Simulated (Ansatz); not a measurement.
Ansatz (a first-principles code) input:

Ansatz 0.2 input:
```yaml
crystal:
  periodic: [false, false, false]
  atoms:
    - {symbol: C, position_ang: [2.53298170, -0.59376245, 0.13118558]}
    - {symbol: C, position_ang: [1.17037312, -0.04312065, -0.09597851]}
    - {symbol: C, position_ang: [0.70750739, 1.04047207, -0.78030251]}
    - {symbol: C, position_ang: [-0.69704127, 1.14332660, -0.69973008]}
    - {symbol: C, position_ang: [-1.10014942, 0.07031666, 0.07004983]}
    - {symbol: N, position_ang: [0.02743862, -0.63309673, 0.42581128]}
    - {symbol: C, position_ang: [-2.46145257, -0.35284147, 0.50222335]}
    - {symbol: H, position_ang: [2.63489185, -1.60942945, -0.26292008]}
    - {symbol: H, position_ang: [2.79074293, -0.62263462, 1.19420485]}
    - {symbol: H, position_ang: [3.26746122, 0.03288932, -0.37175423]}
    - {symbol: H, position_ang: [-1.34322307, 1.88676055, -1.13408449]}
    - {symbol: H, position_ang: [0.02348699, -1.46581572, 0.99016828]}
    - {symbol: H, position_ang: [-2.71486996, -1.35199471, 0.13496127]}
    - {symbol: H, position_ang: [-3.20485194, 0.34077726, 0.11200302]}
    - {symbol: H, position_ang: [-2.55902208, -0.36522010, 1.59205635]}
basis:
  gaussian:
    orbitals: def2-TZVPD
hamiltonian:
  xc: {name: LC-wPBE}
magnetization: {spin_polarized: true, initial_magnetization: 1}
output: {forces: true}
```

Task: What final total energy does it print?

Result: -288.02123 Eh (LC-wPBE/def2-TZVPD). The basis has 331 functions.

It need not be the lowest isomer of its formula.
